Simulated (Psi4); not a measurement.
Pair of molecules, SMILES C#C with SMILES O=CO, pulled apart as rigid monomers along the line of their centres of mass from the B3LYP-D3(BJ)/def2-TZVP minimum (SMILES order as in the coordinates).
Starting geometry (charge 0, multiplicity 1):
```xyz
9

C      0.5798     0.2071    -0.0879
C     -0.1733    -0.5544     0.4503
H      1.2433     0.8742    -0.5832
H     -0.8312    -1.2112     0.9704
O     -0.9888    -0.9581     3.5159
C     -0.2987    -0.0955     3.9879
O      0.5164     0.7130     3.3060
H     -0.2502     0.1412     5.0589
H      0.4632     0.4911     2.3539
```

Computed with SAPT0/jun-cc-pV(D+d)Z (Psi4).

```json
[
 {"C2···H9 (Å)": "2.08", "electrostatics (kcal/mol)": "-12.03", "exchange (kcal/mol)": "16.23", "induction (kcal/mol)": "-4.77", "dispersion (kcal/mol)": "-3.80", "total": "-4.37"},
 {"C2···H9 (Å)": "2.26", "electrostatics (kcal/mol)": "-8.03", "exchange (kcal/mol)": "8.25", "induction (kcal/mol)": "(withheld)", "dispersion (kcal/mol)": "-2.50", "total": "-4.96"},
 {"C2···H9 (Å)": "2.55", "electrostatics (kcal/mol)": "-4.74", "exchange (kcal/mol)": "(withheld)", "induction (kcal/mol)": "-1.16", "dispersion (kcal/mol)": "-1.38", "total": "-4.34"},
 {"C2···H9 (Å)": "3.04", "electrostatics (kcal/mol)": "-2.31", "exchange (kcal/mol)": "0.51", "induction (kcal/mol)": "-0.31", "dispersion (kcal/mol)": "-0.55", "total": "-2.66"},
 {"C2···H9 (Å)": "3.88", "electrostatics (kcal/mol)": "-0.90", "exchange (kcal/mol)": "0.03", "induction (kcal/mol)": "-0.05", "dispersion (kcal/mol)": "-0.15", "total": "-1.07"}
]
```

### Question
What belongs in the gaps?

### Answer

- 2.55, exchange (kcal/mol): 2.94
- 2.26, induction (kcal/mol): -2.68
